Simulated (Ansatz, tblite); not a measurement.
Forces on the cluster GeO4 at its r2SCAN-D4/def2-SVP geometry. Total charge 0; singlet.

The xTB rows come from tblite. The structure holds 2 bonds between oxygen atoms, so isomers without such links may lie far lower. The structure comes from a short search, and lower isomers may exist.

GFN1-xTB (tblite), largest force 2.71 eV/Å:

```xyz
5
positions Å, forces eV/Å
Ge   -0.093   -0.654   -0.270    0.061    0.432    0.178
O    -1.007    0.727    0.459    1.698    0.492   -0.029
O     1.191    0.572    0.078   -1.526    0.719    0.529
O     0.213    1.497    0.618   -0.353   -2.483   -1.025
O    -0.304   -2.142   -0.884    0.120    0.840    0.347
```

GFN2-xTB (tblite), largest force 1.87 eV/Å:

```
Ge -0.142 -1.000 -0.413
O 0.910 0.463 0.071
O -0.761 0.580 0.360
O -0.243 -1.712 -0.707
O 0.237 1.669 0.689
```

PBE0-D4/def2-TZVP (Ansatz), largest force 0.93 eV/Å:

```
Ge 0.079 0.556 0.229
O 0.716 -0.066 -0.131
O -0.720 0.035 0.118
O -0.121 -0.855 -0.353
O 0.047 0.330 0.136
```
